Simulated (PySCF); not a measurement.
One of the candidates below gave these computed data.

All candidates are C5H6F2O2.

- Triplet: lowest triplet excitation (Tamm–Dancoff): 6.51 eV [TDA PBE0/def2-SVPD]
- Polarisability: 62.3 au [PBE0/def2-SVPD]
- Rotational structure: rotational constants A, B, C: 2.708, 1.407, 1.322 GHz [GFN2-xTB]
- Dipole: 2.60 D [PBE0/def2-SVPD]
- UV, first state: lowest singlet excitation: 6.84 eV (181 nm, f = 0.000) [TDDFT PBE0/def2-SVPD]
- 13C NMR: chemical shifts (computed TMS as zero) by class: 131.4 (1 C), 75.2 (2 C), 73.9 (1 C), 53.9 (1 C) ppm [GIAO PBE0/pcSseg-1]
- UV, strongest line: among the 6 lowest singlet transitions: S2 at 7.27 eV (171 nm, f = 0.029) [TDDFT PBE0/def2-SVPD]

The electronic properties come from PySCF, for the isolated species, density fitting. Levels stand in brackets. Geometry: GFN2-xTB; no solvent, vibrations or thermal averaging. Each NMR value is the plain mean over a class of atoms that symmetry, rotation or inversion makes alike.

Question: Which candidate is it?
A. `FC1(F)OCC12COC2`
B. `FC(F)O[C@H]1C=COC1`
C. `CO/C(C)=C(/F)C(=O)F`
D. `CCOC(=O)C=C(F)F`

Answer: A. It is `FC1(F)OCC12COC2`. Numbering: `[F:1][C:2]1([F:3])[O:4][CH2:5][C:6]12[CH2:7][O:8][CH2:9]2`. Its formula, C5H6F2O2, gives 2 degrees of unsaturation: 2 rings and 0 π bonds in the structure found. 5 carbons fall into 4 classes; from least to most shielded: CF2 carbon [C2] (131.4 ppm), ring sp3 carbon bound to oxygen [C7/C9] (75.2 ppm, 2 C), ring sp3 carbon bound to oxygen [C5] (73.9 ppm), sp3 carbon at a ring junction [C6] (53.9 ppm). The optimised geometry has point group Cs and is an asymmetric top.

The others, at the same levels:
- `CCOC(=O)C=C(F)F` fails: its computed lowest singlet excitation is 5.27 eV (235 nm, f = 0.000) (against 6.84 eV), lowest triplet excitation (Tamm–Dancoff) is 4.16 eV (against 6.51 eV) and static isotropic polarisability is 70.5 au (against 62.3 au).
- `FC(F)O[C@H]1C=COC1` fails: it has 5 carbon classes against 4; its computed 13C shifts are 159.9 (1 C), 122.4 (1 C), 107.1 (1 C), 80.8 (1 C), 76.9 (1 C) ppm, lowest singlet excitation is 6.26 eV (198 nm, f = 0.150) (against 6.84 eV) and lowest triplet excitation (Tamm–Dancoff) is 4.11 eV (against 6.51 eV).
- `CO/C(C)=C(/F)C(=O)F` fails: it has 5 carbon classes against 4; its computed 13C shifts are 170.5 (1 C), 158.0 (1 C), 141.1 (1 C), 56.1 (1 C), 13.2 (1 C) ppm, lowest singlet excitation is 5.13 eV (242 nm, f = 0.392) (against 6.84 eV) and lowest triplet excitation (Tamm–Dancoff) is 3.09 eV (against 6.51 eV).

Each candidate is one conformer, not necessarily the lowest. The conformers computed, where there is a choice (atom-mapped SMILES and torsion angles):
- `[CH3:1][CH2:2][O:3][C:4](=[O:5])[CH:6]=[C:7]([F:8])[F:9]`: C1–C2–O3–C4 -81°, C2–O3–C4–O5 -1°, O3–C4–C6–C7 -3°
- `[F:1][CH:2]([F:3])[O:4][C@H:5]1[CH:6]=[CH:7][O:8][CH2:9]1`: F1–C2–O4–C5 -58°, C2–O4–C5–C6 89°
- `[CH3:1][O:2]/[C:3]([CH3:4])=[C:5](/[F:6])[C:7](=[O:8])[F:9]`: C1–O2–C3–C4 0°, C3–C5–C7–O8 0°
